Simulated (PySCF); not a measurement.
# Computed structure and properties of Tl(NC)

System: Tl(NC) (singlet); start: template (C∞v). Method: PySCF 2.14.0, RKS PBE, Tl def2-SVP with ECP60, N def2-SVP, C def2-SVP; non-relativistic Hamiltonian with scalar-relativistic core potentials where named; density fitting; no spin-orbit coupling.

Input of the relaxation:

```python
mol = gto.M(atom='''
Tl     0.00000     0.00000    -0.33771
N      0.00000     0.00000     2.11749
C      0.00000     0.00000     3.29749''',
    basis={'Tl': 'def2-SVP', 'N': 'def2-SVP', 'C': 'def2-SVP'},
    ecp={'Tl': 'def2-SVP'},
    charge=0, spin=0)
mf = dft.RKS(mol, xc='PBE')
mf.grids.atom_grid = (50, 194)
mf = mf.density_fit()  # fitting sets: Tl def2-universal-JKFIT, N def2-universal-JKFIT, C def2-universal-JKFIT
mf.conv_tol = 1e-08; mf.max_cycle = 55
mf.kernel(dm0)  # dm0: converged density of the start geometry
# quasi-Newton relaxation in Cartesian coordinates to a largest gradient under 0.00045 Eh/bohr, steps kept in the point group
```

Run from Python with OMP_NUM_THREADS=2; the lines above give its settings. Where DIIS fails, smearing, a level shift and second-order steps follow.
It took 17 s on 2 threads of AMD EPYC (Zen 3), with other jobs on the host, from the converged density of the start.

Course of the relaxation:

```
step  energy above end (eV)  largest force component within the symmetry (eV/Å)
   0                 0.0914                                               2.448
   1                 0.0301                                               1.503
   2                 0.0007                                               0.376
   3                 0.0000                                               0.046
   4                 0.0000                                               0.001
```

Relaxed geometry (C∞v):

```xyz
3

Tl    0.0000    0.0000   -0.2410
N     0.0000    0.0000    2.0618
C     0.0000    0.0000    3.2565
```

```json
{"contact": "Tl1–N2 (NC)", "Å": "2.303"}
```

On the finer grid (75, 302):

| Property | Result |
| --- | --- |
| HOMO | -5.56 eV |
| LUMO | -2.86 eV |
| Dipole about the centre of mass | 6.56 D |
| Set of Mulliken populations of Tl1 outside the core potential | s 3.96, p 6.51, d 10.03 |
| D3(BJ) dispersion energy (not in the energies) | -0.063 eV |

| atom | Mulliken (e) | Löwdin (e) | spin (e) |
| --- | --- | --- | --- |
| Tl1 | 0.50 | 0.40 | 0.00 |
| N2 | -0.24 | -0.19 | 0.00 |
| C3 | -0.26 | -0.21 | 0.00 |

On the grid (50, 194), as all that follows. Harmonic modes: a minimum within the noise of the softest modes; lowest 46 cm⁻¹ (negative: unstable), highest 2068 cm⁻¹, zero-point energy 0.153 eV.

Taking off one NC (charge -1, singlet; the rest: singlet) in vacuum, both parts rigid, costs 6.42 eV; the small basis without counterpoise inflates it. Most of it is the attraction of opposite charges; other ways to part are cheaper, and one spin state was tried for the rest.

Rigid scan of NC along the line from its metal:

(distance to N2 (Å), energy (eV)): (2.00, 0.583), (2.10, 0.224), (2.20, 0.049), (2.30, 0.000), (2.40, 0.037), (2.50, 0.132), (2.70, 0.415), (3.00, 0.908), (3.40, 1.499), (3.90, 2.048)

One start shape was tried, so this needn't be the lowest isomer.
